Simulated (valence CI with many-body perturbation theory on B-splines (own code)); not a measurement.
## E1 transitions of Fe13+

Method: relativistic CI+MBPT: three valence electrons over a frozen Dirac-Fock core [Ne], radial functions for each j: 11 s, 11 p, 10 d, 8 f, 5 g, 2 h, with the one-electron correlation potential Σ1, the two-electron term Σ2, the three-electron term Σ3, Breit, model QED; selected CI, second order for the rest, scaled by the run's own slope (own B-spline code, finite nucleus).

No measured levels were compared; by estimate levels of excited configurations hold to 0.05 to 0.15 % of their energy, terms of the ground configuration to about 0.5 %.

Lines 51 to 100 of 561 in falling wavelength, among levels below 231.41 eV, chosen from the strongest by gf and those to the six lowest levels. Wavelengths and rates use the calculated energies, so an error of 300 cm⁻¹ moves a line at 38.39 nm by 0.12 % and its rate by three times that or more. Electric multipoles are in the length gauge, E1 and E2 with the static RPA response of the core. Weak lines are less certain than strong ones. Lines between different terms over intervals too small for the method are left out, as are lines whose strength nearly cancels. Where a level lies close to another of its J and parity, the split of strength between their lines is uncertain.

Names give the largest LS component (configuration and term), which can be under half, so a name can repeat, a term be missing and a line seem to break the LS rules; names also repeat where a configuration has a term twice. Letters in brackets count levels of one name in rising energy.

| λ vac (nm) | Upper | Lower | A (s⁻¹) | S (a.u.) with core polarisation | S without |
| --- | --- | --- | --- | --- | --- |
| 38.39 | 3p2 3d 2F_7/2 [b] | 3s 3p 3d 2D°_5/2 [b] | 2.55e+09 | 5.70e-01 | 5.91e-01 |
| 38.34 | 3p 3d2 4D°_3/2 [a] | 3s 3d2 4P_3/2 | 2.36e+09 | 2.63e-01 | 2.73e-01 |
| 37.76 | 3p 3d2 4F°_7/2 | 3s 3d2 4P_5/2 | 1.07e+09 | 2.28e-01 | 2.37e-01 |
| 37.59 | 3p2 3d 2P_3/2 [a] | 3s 3p 3d 2D°_5/2 [a] | 1.92e+09 | 2.01e-01 | 2.09e-01 |
| 36.91 | 3p 3d2 4D°_7/2 [a] | 3s 3d2 4P_5/2 | 2.15e+09 | 4.27e-01 | 4.43e-01 |
| 36.90 | 3p2 3d 2G_7/2 | 3s 3p 3d 2F°_5/2 [a] | 4.47e+09 | 8.87e-01 | 9.20e-01 |
| 36.78 | 3s 3p 3d 2F°_5/2 [a] | 3s2 3d 2D_3/2 | 1.35e+09 | 1.99e-01 | 2.07e-01 |
| 36.73 | 3p2 3d 4F_3/2 | 3s 3p 3d 4D°_1/2 | 2.56e+09 | 2.50e-01 | 2.60e-01 |
| 36.68 | 3p 3d2 2P°_3/2 [a] | 3s 3d2 2D_5/2 | 3.74e+09 | 3.65e-01 | 3.78e-01 |
| 36.60 | 3p2 3d 4F_7/2 | 3s 3p 3d 4D°_5/2 | 1.25e+09 | 2.42e-01 | 2.51e-01 |
| 36.55 | 3p 3d2 2D°_5/2 [b] | 3s 3d2 2F_7/2 | 1.42e+09 | 2.05e-01 | 2.13e-01 |
| 36.09 | 3p3 2D°_3/2 | 3s 3p2 2D_3/2 | 2.11e+09 | 1.96e-01 | 2.04e-01 |
| 35.92 | 3p2 3d 4F_5/2 | 3s 3p 3d 4D°_3/2 | 2.49e+09 | 3.41e-01 | 3.54e-01 |
| 35.88 | 3p3 2D°_5/2 | 3s 3p2 2D_5/2 | 2.97e+09 | 4.07e-01 | 4.23e-01 |
| 35.85 | 3p 3d2 4P°_3/2 | 3s 3d2 4P_5/2 | 3.38e+09 | 3.07e-01 | 3.18e-01 |
| 35.79 | 3p2 3d 2F_5/2 [b] | 3s 3p 3d 2F°_5/2 [b] | 2.21e+09 | 3.00e-01 | 3.11e-01 |
| 35.69 | 3p 3d2 4P°_3/2 | 3s 3d2 4P_1/2 | 3.04e+09 | 2.73e-01 | 2.83e-01 |
| 35.66 | 3s 3p2 2D_3/2 | 3s2 3p 2P°_3/2 | 7.54e+07 | 6.75e-03 | 7.03e-03 |
| 35.63 | 3p2 3d 4F_9/2 | 3s 3p 3d 4D°_7/2 | 3.50e+09 | 7.80e-01 | 8.10e-01 |
| 35.60 | 3p3 2D°_5/2 | 3s 3p2 2D_3/2 | 3.11e+08 | 4.15e-02 | 4.31e-02 |
| 35.54 | 3p 3d2 4P°_1/2 | 3s 3d2 4P_3/2 | 4.31e+09 | 1.91e-01 | 1.98e-01 |
| 35.38 | 3s 3p2 2D_5/2 | 3s2 3p 2P°_3/2 | 1.95e+09 | 2.56e-01 | 2.66e-01 |
| 35.12 | 3s 3p 3d 2F°_7/2 [a] | 3s2 3d 2D_5/2 | 2.05e+09 | 3.51e-01 | 3.65e-01 |
| 34.99 | 3p 3d2 4P°_5/2 | 3s 3d2 4P_5/2 | 4.26e+09 | 5.40e-01 | 5.61e-01 |
| 34.91 | 3p 3d2 4P°_5/2 | 3s 3d2 4P_3/2 | 2.68e+09 | 3.38e-01 | 3.50e-01 |
| 34.83 | 3p2 3d 4F_7/2 | 3s 3p 3d 4P°_5/2 | 2.36e+09 | 3.95e-01 | 4.10e-01 |
| 34.79 | 3p2 3d 2F_7/2 [b] | 3s 3p 3d 2F°_7/2 [b] | 3.26e+09 | 5.42e-01 | 5.63e-01 |
| 34.62 | 3p 3d2 2F°_7/2 [c] | 3s 3d2 2F_7/2 | 2.03e+09 | 3.32e-01 | 3.44e-01 |
| 34.50 | 3p3 4S°_3/2 | 3s 3p2 2D_3/2 | 1.12e+08 | 9.10e-03 | 9.46e-03 |
| 34.46 | 3p 3d2 2F°_7/2 [c] | 3s 3d2 2F_5/2 | 4.04e+09 | 6.53e-01 | 6.76e-01 |
| 34.31 | 3p2 3d 4D_3/2 | 3s 3p 3d 4P°_3/2 | 2.75e+09 | 2.20e-01 | 2.28e-01 |
| 34.25 | 3p2 3d 4D_5/2 | 3s 3p 3d 4P°_3/2 | 1.79e+09 | 2.13e-01 | 2.21e-01 |
| 34.24 | 3p2 3d 4D_5/2 | 3s 3p 3d 4D°_5/2 | 2.49e+09 | 2.96e-01 | 3.07e-01 |
| 33.68 | 3p 3d2 2F°_5/2 [c] | 3s 3d2 2F_5/2 | 3.48e+09 | 3.93e-01 | 4.07e-01 |
| 33.66 | 3p 3d2 4F°_7/2 | 3s 3d2 4F_9/2 | 3.56e+09 | 5.36e-01 | 5.56e-01 |
| 33.60 | 3p 3d2 4D°_5/2 [a] | 3s 3d2 4F_7/2 | 3.24e+09 | 3.64e-01 | 3.78e-01 |
| 33.58 | 3p 3d2 2F°_5/2 [b] | 3s 3d2 2G_7/2 | 2.88e+09 | 3.23e-01 | 3.35e-01 |
| 33.52 | 3p 3d2 2G°_9/2 [b] | 3s 3d2 2F_7/2 | 1.65e+10 | 3.06e+00 | 3.17e+00 |
| 33.51 | 3p 3d2 2F°_7/2 [a] | 3p2 3d 2F_7/2 [b] | 1.47e+09 | 2.18e-01 | 2.26e-01 |
| 33.50 | 3p 3d2 4F°_7/2 | 3s 3d2 4F_7/2 | 1.66e+09 | 2.47e-01 | 2.56e-01 |
| 33.50 | 3p 3d2 2F°_5/2 [b] | 3s 3d2 2D_3/2 | 5.76e+09 | 6.41e-01 | 6.64e-01 |
| 33.44 | 3p2 3d 4D_7/2 | 3s 3p 3d 4D°_5/2 | 1.36e+09 | 2.00e-01 | 2.08e-01 |
| 33.41 | 3s 3p2 2D_3/2 | 3s2 3p 2P°_1/2 | 2.42e+09 | 1.78e-01 | 1.85e-01 |
| 33.38 | 3p 3d2 2G°_9/2 [a] | 3s 3d2 4F_9/2 | 3.04e+09 | 5.58e-01 | 5.79e-01 |
| 33.35 | 3p2 3d 4D_7/2 | 3s 3p 3d 4D°_7/2 | 1.76e+09 | 2.57e-01 | 2.67e-01 |
| 33.34 | 3p 3d2 4F°_3/2 | 3s 3d2 4F_3/2 | 5.94e+09 | 4.35e-01 | 4.51e-01 |
| 33.34 | 3p 3d2 2F°_7/2 [b] | 3s 3d2 2G_9/2 | 4.59e+09 | 6.72e-01 | 6.96e-01 |
| 33.24 | 3p 3d2 4D°_7/2 [b] | 3s 3d2 4P_5/2 | 2.56e+09 | 3.72e-01 | 3.86e-01 |
| 33.24 | 3p 3d2 2F°_7/2 [b] | 3s 3d2 2D_5/2 | 6.88e+09 | 9.99e-01 | 1.03e+00 |
| 33.14 | 3p 3d2 4D°_5/2 [b] | 3s 3d2 4P_3/2 | 1.67e+09 | 1.81e-01 | 1.87e-01 |
